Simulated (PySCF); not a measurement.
# Molecular orbitals of KMg

UHF at R = 3.953 Å; basis K pcseg-1, Mg pcseg-1; no relativity; PySCF 2.14. State: ²Σ⁺ (doublet), unpaired electrons σ ↑. Only the outer orbitals are listed, counted within each symmetry.

```csv
spin,orbital,occ.,ε (eV),on K (%),main shells (%)
α,7σ,1,-47.22,100,100 K s
α,8σ,1,-25.78,100,100 K p
α,3π,1,-25.77,100,100 K p
α,3π,1,-25.77,100,100 K p
α,9σ,1,-7.34,4,96 Mg s
α,10σ,1,-3.76,96,96 K s
α,11σ,0,1.19,79,"42 K p, 36 K s, 20 Mg p"
α,4π,0,1.72,93,93 K p
α,4π,0,1.72,93,93 K p
β,7σ,1,-47.06,100,100 K s
β,8σ,1,-25.72,100,100 K p
β,3π,1,-25.70,100,100 K p
β,3π,1,-25.70,100,100 K p
β,9σ,1,-7.14,6,93 Mg s
β,10σ,0,0.41,99,101 K s
β,11σ,0,1.72,64,"35 K s, 26 Mg p, 26 K p"
β,4π,0,2.56,80,"78 K p, 20 Mg p"
```

Which are the highest filled and the lowest empty level, where do they sit, and how wide is the gap?

Highest filled α 10σ at -3.76 eV (in %: 96 K s); lowest empty β 10σ at 0.41 eV (in %: 101 K s); the gap at UHF is 4.17 eV. An empty level above zero is unbound, and its energy depends on the basis.

* bond order (Mayer): 0.11
* ⟨S²⟩: 0.781
* charge on K (Mulliken, basis-dependent): -0.06
* charge on K (Löwdin, basis-dependent): -0.13
* dipole moment (positive dipole means K(−)Mg(+)): 1.28 D
* polarisability along the bond: 473.2 bohr³
* polarisability across the bond: 233.1 bohr³

Shares are Mulliken populations and can fall outside 0 to 100 %.

The state was picked by a PBE0 search and need not be the measured ground state.
